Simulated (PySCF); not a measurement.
**Bond curve of CsO**

Set-up: Cs def2-SVP with ECP46, O def2-SVP; scalar-relativistic core potentials (PySCF 2.14). Energies in eV from Cs + O in their ground configurations at the same level. State: ²Π (doublet), unpaired electrons π ↑.

All columns are ωB97X. A positive dipole means Cs(−)O(+).

```tsv
R (Å)	E (eV)	μ (D)	Mulliken charge on Cs (basis-dependent)	HOMO (eV)	LUMO (eV)	Mayer bond order	⟨S²⟩
2.206	-2.139	-6.62	0.56	-6.67	0.36	0.75	0.75
2.308	-2.511	-7.26	0.56	-6.58	0.31	0.76	0.75
2.411	-2.719	-7.86	0.57	-6.48	0.26	0.77	0.75
2.488	-2.793	-8.28	0.57	-6.39	0.23	0.77	0.75
2.565	-2.816	-8.68	0.58	-6.29	0.19	0.77	0.76
2.642	-2.799	-9.07	0.58	-6.15	0.15	0.76	0.76
2.745	-2.731	-9.57	0.59	-5.93	0.11	0.75	0.76
2.873	-2.597	-10.16	0.60	-5.69	0.05	0.74	0.76
3.027	-2.392	-10.84	0.61	-5.45	-0.02	0.72	0.76
3.232	-2.084	-11.69	0.62	-5.17	-0.12	0.70	0.76
```

A fit through these points gives, at Re = 2.567 Å, μ = -8.69 D and dμ/dR = -5.15 D/Å; the reduced mass is 14.28 u.

Q: How strong is the fundamental in the double-harmonic approximation, I = 42.26·(dμ/dR)²/μred km/mol?

A: I = 42.26·(-5.15)²/14.28 = 78.5 km/mol at ωB97X.

These are scalar-relativistic numbers at best; spin–orbit coupling would shift them, the dissociation energy most. The state was picked by a PBE0 search and need not be the measured ground state.
